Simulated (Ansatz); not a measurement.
Reaction (formal exchange of groups at the Si–C bond): `OC[SiH2]S` + `C/N=C/O` → `C/N=C\[SiH2]S` + `OCO`

Gas-phase electronic energies from Ansatz, PBE0-D4/def2-TZVP geometries. CBS: MP2 limit from def2 TZ/QZ plus the TZ coupled-cluster correction, frozen cores. This one scheme is used for every species. Double bonds are as drawn, so ΔE can hold a change between cis and trans. Functionals use def2-TZVPP. B3LYP here is the variant with VWN-RPA as its local correlation; programs differ in this. Each species was taken in one conformer, which may not be the lowest.

```
             level  ΔE (kJ/mol)  difference from CCSD(T)/CBS
            PBE-D4         40.5                          5.3
           PBE0-D4         41.9                          6.7
          B3LYP-D4         39.0                          3.8
           ωB97M-V         41.6                          6.4
               PBE         43.0                          7.8
            r2SCAN         43.6                          8.4
              PBE0         44.3                          9.1
     HF/def2-TZVPP         42.9                          7.7
    MP2/def2-TZVPP         39.2                          4.0
SCS-MP2/def2-TZVPP         36.9                          1.7
   CCSD/def2-TZVPP         36.2                          1.0
    MP2/def2-QZVPP         39.5                          4.3
SCS-MP2/def2-QZVPP         37.3                          2.1
      HF/CBS(def2)         43.1                          7.9
     MP2/CBS(def2)         39.7                          4.5
    CCSD/CBS(def2)         36.6                          1.4
       CCSD(T)/CBS         35.2                            0
```

Largest T1 diagnostic among the species: 0.013.

In def2-TZVPP, CCSD(T) changes the Hartree–Fock value by −8.1 kJ/mol (the triples alone add −1.4 kJ/mol) and MP2 by −3.7 kJ/mol. The D4 term adds −3.9 kJ/mol with B3LYP and −2.4 kJ/mol with PBE0; it sums over pairs of atoms, weighted by their polarisabilities, and B3LYP, whose exchange is more repulsive, gets the larger term.
